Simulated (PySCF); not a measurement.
# TDDFT excited states: C5H14GeO

Species: C5H14GeO.
SMILES with atom numbers: `[CH3:1][O:2][GeH2:3][C:4]([CH3:5])([CH3:6])[CH3:7]` (hydrogens: H8, H9, H10 on C1; H11, H12 on Ge3; H13, H14, H15 on C5; H16, H17, H18 on C6; H19, H20, H21 on C7)

Computed with TDDFT wB97X-D/def2-SVPD, vertical, gas phase, core orbitals frozen in the response in PySCF. The structure is a single PBE0-D3(BJ)/def2-SVP conformer in the gas phase; no vibrational or solvent corrections. The wB97X-D/def2-SVPD calculation is non-relativistic and has no spin–orbit coupling, an omission that weighs most on germanium. Torsions of this conformer, `[CH3:1][O:2][GeH2:3][C:4]([CH3:5])([CH3:6])[CH3:7]`: C1–O2–Ge3–C4 178°, O2–Ge3–C4–C5 179°.

| state | E (eV) | λ (nm) | ν̃ (cm⁻¹) | f | \|μ\| (D) | main configurations (H = HOMO, L = LUMO) |
| --- | --- | --- | --- | --- | --- | --- |
| S1 | 6.91 | 179.3 | 55760 | 0.0006 | 0.15 | H→L+1 (78%) |
| S2 | 7.35 | 168.7 | 59290 | 0.016 | 0.75 | H-1→L+1 (83%) |
| S3 | 7.67 | 161.6 | 61890 | 0.066 | 1.50 | H→L (77%) |
| S4 | 7.75 | 159.9 | 62530 | 0.066 | 1.49 | H-1→L (80%), H-1→L+2 (10%) |
| S5 | 7.87 | 157.6 | 63440 | 0.0072 | 0.49 | H→L+2 (66%), H→L+3 (15%) |
| S6 | 7.92 | 156.5 | 63900 | 0.022 | 0.85 | H-2→L+1 (70%), H-2→L (15%) |
| S7 | 8.42 | 147.3 | 67870 | 0.353 | 3.33 | H-1→L+2 (59%), H-1→L (11%), H-1→L+4 (9%) |
| S8 | 8.50 | 145.9 | 68550 | 0.015 | 0.69 | H→L+4 (44%), H→L+3 (24%), H-3→L+1 (8%) |
| S9 | 8.69 | 142.8 | 70050 | 0.118 | 1.89 | H-2→L (49%), H-1→L+3 (14%) |
| S10 | 8.74 | 141.9 | 70490 | 0.0038 | 0.34 | H→L+4 (25%), H-3→L+1 (18%), H→L+7 (15%) |

Triplets (Tamm–Dancoff): T1 6.63 eV, H→L+1 (74%); T2 7.07 eV, H-1→L+1 (80%); T3 7.47 eV, H-2→L+1 (53%), H→L (19%); T4 7.47 eV, H→L (52%), H-2→L+1 (19%).

The lowest singlet comes at 179 nm (667 kJ/mol) in the vacuum ultraviolet; it is very weak; its leading configuration is HOMO→LUMO+1 (78%). The strongest level in the table is S7 at 8.42 eV (147 nm, f = 0.353). Löwdin shares by element: HOMO oxygen 55%, carbon 12% or more, germanium 9%, hydrogen 6% or more (atoms not listed hold the other 18%); LUMO germanium 34%, hydrogen 16% or more, carbon 5% or more (atoms not listed hold the other 45%). Of the 10 states listed, 7 reach f = 0.01 and none stays under 0.0005. Orbital energies (eV): HOMO-3 -11.27, HOMO-2 -10.29, HOMO-1 -9.58, HOMO -9.50, LUMO 2.06, LUMO+1 2.11, LUMO+2 2.61. The listed states span 1.83 eV, and the widest gap between neighbours is 0.49 eV (S6 to S7). All these states lie below the vertical ionisation energy of 9.62 eV (ΔSCF). The window holds the lowest 10 singlets.

Without π bonds the low states are Rydberg-like; a valence basis with one diffuse set may place them up to an eV too high.
